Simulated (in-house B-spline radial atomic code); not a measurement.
Relativistic effects in Mg IV (Mg3+), [He] 2s2 2p5: non-relativistic Hartree-Fock (point nucleus) against Dirac-Hartree-Fock (Fermi nucleus of rms radius 3.057 fm), both averages of the configuration, computed with a radial B-spline atomic code at the basis-set limit.

```json
{"orbital": "1s1/2", "ε NR (Eh)": "-51.126", "ε Dirac (Eh)": "?", "<r> NR (bohr)": "0.1305", "<r> Dirac (bohr)": "?", "change of <r> (%)": "?"}
{"orbital": "2s1/2", "ε NR (Eh)": "-5.4998", "ε Dirac (Eh)": "?", "<r> NR (bohr)": "0.669", "<r> Dirac (bohr)": "?", "change of <r> (%)": "?"}
{"orbital": "2p1/2", "ε NR (Eh)": "-4.1382", "ε Dirac (Eh)": "-4.1464", "<r> NR (bohr)": "0.6398", "<r> Dirac (bohr)": "0.6383", "change of <r> (%)": "-0.2"}
{"orbital": "2p3/2", "ε NR (Eh)": "-4.1382", "ε Dirac (Eh)": "-4.1341", "<r> NR (bohr)": "0.6398", "<r> Dirac (bohr)": "0.64", "change of <r> (%)": "0.0"}
```

(1) What happens to 2s1/2?

(2) What happens to 1s1/2?

(3) What explains the pattern of contraction and expansion?

(4) By how much does the total energy change?

Results:

(1) Its energy goes to -5.5146 hartree and <r> to 0.6674 bohr (-0.24 %).

(2) Its energy goes to -51.223 hartree and <r> to 0.1302 bohr (-0.24 %).

(3) The s and p1/2 orbitals contract directly, as their density near the nucleus moves at relativistic speed. Nothing expands appreciably in this ion.

(4) By -0.31997 hartree, from -195.940 to -196.260.
